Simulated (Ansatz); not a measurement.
Basis sets compared for Ga₁₂As₁₂H₃₂, a nanocrystal cut from zinc blende GaAs (hydrogen-capped). Charge 0, multiplicity 1. Geometry PBE-D4/def2-SVP. Ansatz on 11 threads of AMD EPYC 7R13 on a shared host and a whole NVIDIA H100 80GB HBM3; times are rough, and most runs start from earlier orbitals.

Cartesian coordinates in Å:
```
Ga 1.883 0.510 -4.473
Ga -0.201 -5.050 -1.483
Ga 1.333 -3.298 2.783
Ga 3.293 2.667 -1.106
Ga 2.893 0.631 2.852
Ga 1.752 -1.037 -0.654
Ga -1.805 -0.037 -2.584
Ga -1.742 -1.618 1.050
Ga -0.253 2.003 0.707
Ga -0.323 3.852 -2.976
Ga -1.030 0.285 4.389
Ga -4.701 1.777 1.579
As 1.446 -3.182 -1.889
As 2.960 0.468 -2.166
As -0.308 1.504 -3.816
As 2.617 -1.480 1.598
As -1.979 -3.748 -0.231
As -0.730 -1.931 3.235
As 4.069 2.134 1.229
As 0.980 3.469 -0.822
As 0.608 1.566 2.962
As -0.504 -0.139 -0.431
As -4.033 -0.632 1.165
As -2.572 2.911 0.839
H 2.747 1.516 -5.331
H 1.689 -1.020 -4.849
H -0.831 -5.436 -2.873
H 0.454 -6.011 -0.427
H 2.073 -3.654 4.126
H 0.920 -4.343 1.668
H 4.313 3.650 -1.795
H 3.665 0.527 4.222
H -1.750 -1.527 -3.135
H -3.183 0.640 -2.167
H 0.581 4.795 -3.863
H -1.784 4.241 -2.493
H -0.484 0.225 5.864
H -2.469 0.795 3.972
H -4.785 1.942 3.139
H -5.812 2.117 0.516
H 2.830 -3.815 -2.008
H 1.319 -2.709 -3.333
H 4.365 -0.131 -2.255
H -0.986 1.666 -5.178
H 4.049 -1.977 1.393
H -2.723 -4.720 0.682
H -3.126 -3.479 -1.200
H -1.724 -2.884 3.901
H 5.521 1.666 1.154
H 4.343 3.451 1.953
H 1.122 4.786 -0.056
H 0.803 2.943 3.598
H -4.703 -1.085 -0.128
H -4.836 -1.516 2.117
H -2.772 3.490 -0.558
H -2.478 4.235 1.591
```

The 6-31G sets use Cartesian d functions. Single mean-field runs in 6-31G, STO-3G, def2-SVP, def2-TZVP are fitted with def2-universal-jkfit.

Binding counts from free atoms (Ga doublet, As quartet, H doublet) in the same basis, without a counterpoise term.

```json
{"level": "HF/STO-3G", "functions": "464", "energy (Eh)": "-49341.9578", "HOMO (eV)": "-5.47", "LUMO (eV)": "5.99", "binding per atom (eV)": "–", "wall time": "5 s"}
{"level": "HF/6-31G", "functions": "760", "energy (Eh)": "-49900.2845", "HOMO (eV)": "-8.94", "LUMO (eV)": "1.25", "binding per atom (eV)": "1.59", "wall time": "7 s"}
{"level": "PBE-D4/def2-SVP (with forces)", "functions": "928", "energy (Eh)": "-49934.9141", "HOMO (eV)": "-5.85", "LUMO (eV)": "-2.33", "binding per atom (eV)": "2.63", "wall time": "6.5 s"}
{"level": "PBE0-D4/def2-SVP", "functions": "928", "energy (Eh)": "-49936.2377", "HOMO (eV)": "-6.81", "LUMO (eV)": "-1.64", "binding per atom (eV)": "2.62", "wall time": "13 s"}
```

(1) Estimate the rows for PBE-D4/def2-TZVP, PBE0-D4/def2-TZVP.

Results:

(1) 
```tsv
level	functions	energy (Eh)	HOMO (eV)	LUMO (eV)	binding per atom (eV)	wall time
PBE-D4/def2-TZVP	1344	-49941.2054	-5.89	-2.40	2.62	8 s
PBE0-D4/def2-TZVP	1344	-49942.5064	-6.83	-1.69	2.61	20 s
```
